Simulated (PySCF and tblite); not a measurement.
The numbers below are computed, except where a source is named.
C₈H₆Se, numbered as in [CH:1]#[C:2][C:3]1=[CH:4][Se:5][CH2:6][C@@H:7]1[C:8]#[CH:9].

Conformers came from 90 starts (ETKDG and KDG, UFF, GFN2-xTB); geometries are GFN2-xTB. Weights use PBE0-D3(BJ)/def2-SVP (IEF-PCM, benzene) energies plus GFN2-xTB zero-point and thermal terms (modes under about 100 cm⁻¹ blended into free rotors). Symmetry numbers and mirror images are counted. Conformers within 2.5 kcal/mol (GFN2-xTB free energy) were kept, 4 at most. Run with PySCF (density fitting) and tblite.

The 5-ring runs over atoms 3–4–5–6–7.

```json
{"conformer": "1", "shape": "5-ring envelope (ring torsions -9, 18, -24, 19, -4°)", "symmetry": "C1"}
{"conformer": "2", "shape": "5-ring envelope (ring torsions 10, -19, 24, -18, 2°)", "symmetry": "C1"}
```

(1) Which of these conformers is the most populated at 298.15 K, and with what share?

(2) Give the DFT energies and free energies relative to the lowest, and all weights.

(3) How does its share change from 250 K to 350 K?

Results:

(1) Conformer 2, about 56 %. The lead over the next is within the error of the method.

(2) 
| conformer | shape | E(DFT) kcal/mol | G(298.15 K) kcal/mol | weight % |
| --- | --- | --- | --- | --- |
| 1 | 5-ring envelope (ring torsions -9, 18, -24, 19, -4°) | 0.04 | 0.14 | 44.3 |
| 2 | 5-ring envelope (ring torsions 10, -19, 24, -18, 2°) | 0.00 | 0.00 | 55.7 |

(3) From 56 % to 55 %; the mixing entropy goes from 1.36 to 1.37 cal/(mol K).
